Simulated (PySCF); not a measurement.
C4H6BF, SMILES C1C=CB(C1)F.

Coordinates come from a TPSSh-D3(BJ)/def2-SVP optimisation. The structure was generated by enumeration, and PubChem lists no compound with its InChIKey, so it may never have been made. Other conformers were not sampled.

Calculation: PBE/def2-TZVP (PySCF).

Isolated molecule, no solvent.

```yaml
total_energy: -280.54065 hartree
point_group: Cs
highest_occupied_level: -6.79 eV
lowest_empty_level: -2.01 eV
orbital_gap: 4.78 eV
dipole_moment: 2.06 D
quadrupole, principal values (traceless, Buckingham form, about the centre of nuclear charge): -2.99, 0.53, 2.45 D·Å
mean_static_polarisability: 59.1 bohr³ (8.76 Å³)
polarisability_principal_values: 43.3, 63.4, 70.6 bohr³
```
